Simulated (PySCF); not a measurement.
## Shapes and spin states of IrS₂⁺

Level of theory: PBE/[Ir def2-SVP with ECP60, S def2-SVP], scalar-relativistic core potentials, density fitting, no spin–orbit coupling, PySCF.

Relaxations began from a few typed shapes and spin states; open shells are unrestricted. The search is not exhaustive: other isomers or separated fragments can lie lower, and high-lying points may rest on an excited occupation.

(1) Which is the lowest minimum found?
A. singlet (closed shell, unstable to spin polarisation) C2v: Ir–S 2.199 Å (×2), S–S 1.989 Å; Ir–S–S 63.1° (×2), S–Ir–S 53.8°
B. quintet D∞h: Ir–S 2.226 Å (×2); S–Ir–S 180.0°
C. triplet C2v: Ir–S 2.212 Å (×2), S–S 2.087 Å; Ir–S–S 61.9° (×2), S–Ir–S 56.3°
D. triplet Cs: Ir–S 2.124 Å, S–S 1.926 Å; Ir–S–S 114.5°
E. quintet C2v: Ir–S 2.139 Å (×2); S–Ir–S 91.1°
F. triplet D∞h: Ir–S 2.144 Å (×2); S–Ir–S 180.0°
G. triplet C2v: Ir–S 2.074 Å (×2); S–Ir–S 114.9°

Results:

(1) G. The others lie at 27.3 (singlet C2v), 41.6 (triplet C2v), 64.3 (quintet C2v), 89.0 (triplet Cs), 127.2 (triplet D∞h, a saddle point), 212.9 (quintet D∞h, a saddle point) kJ/mol above it.

Formally Ir is in oxidation state +5, d4, with 2 unpaired electrons (the high-spin count would be 4). The Mulliken spin on Ir is 0.98, so most of the spin sits on the ligands and the formal count fails. The polar-tensor charge on Ir, 0.80, is far below the formal one.

For the lowest minimum: other spin states or occupations of the open shell can lie lower. No spin–orbit coupling is included, which matters more the heavier the element.

The electron or spin density has lower symmetry than the nuclear frame for the quintet D∞h at 212.9 kJ/mol.
